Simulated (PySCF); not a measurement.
## Correlation energy of V⁺ (vanadium, charge +1)

[Ar] 3d3 4s1, high-spin 5F determinant (an excited configuration). All numbers are calculated (PySCF 2.14, the spin-free X2C one-electron Hamiltonian (Gaussian nucleus), in ANO-RCC-VTZP (6s5p3d2f1g, 59 functions)). Frozen: [Ar]; 4 electrons correlated.

```tsv
level	correlation energy (mhartree)
CCSD	-32.73
(T)	-0.28
CCSD(T)	-33.01
```

Diagnostics: T1 = 0.0066, D1 = 0.0110, largest double amplitude 0.023.

**Question.** Is a single reference adequate?

**Answer.** Yes: T1 lies below 0.03 and no double amplitude reaches 0.07.
